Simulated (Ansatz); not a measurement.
`[F][Ga]([F])[N]([SiH3])[SiH3]`. The species carries charge 0 and has multiplicity 1. Geometry: relaxed with PBE0-D4/def2-TZVP. It is one conformer, not always the lowest.

```xyz
12

F     0.668   -3.078   -0.237
Ga   -0.356   -1.753   -0.706
F    -1.641   -2.150   -1.801
N    -0.030   -0.099   -0.046
Si   -1.023    1.261   -0.502
Si    1.298    0.149    1.061
H    -1.682    1.848    0.694
H    -2.052    0.780   -1.457
H    -0.196    2.315   -1.143
H     1.262    1.583    1.452
H     2.601   -0.155    0.416
H     1.152   -0.701    2.270
```

(1) What is the dipole moment at r2SCAN/def2-TZVPP? (Best estimate.)

(2) And with PBE, B3LYP, ωB97M-V? (An estimate is asked.)

(3) Give the Mulliken charges with r2SCAN, PBE, ωB97M-V in def2-TZVPP. (Estimate.)

Answers

(1) Computed: 2.11 D, with components (0.29, 1.97, 0.71) D in this frame, pointing from negative to positive charge.

(2) Ansatz gave: PBE 2.08 D, B3LYP 2.21 D, ωB97M-V 2.10 D.

(3) The calculation gave: 
```csv
atom,r2SCAN,PBE,ωB97M-V
F1,-0.36,-0.32,-0.37
Ga2,0.81,0.66,0.81
F3,-0.36,-0.32,-0.36
N4,-0.39,-0.22,-0.39
Si5,0.33,0.22,0.19
Si6,0.34,0.23,0.20
H7,-0.07,-0.05,-0.02
H8,-0.04,-0.02,0.01
H9,-0.07,-0.05,-0.02
H10,-0.06,-0.04,-0.02
H11,-0.06,-0.05,-0.02
H12,-0.06,-0.04,-0.02
```

B3LYP here is the variant with VWN-RPA as its local correlation; programs differ in this.
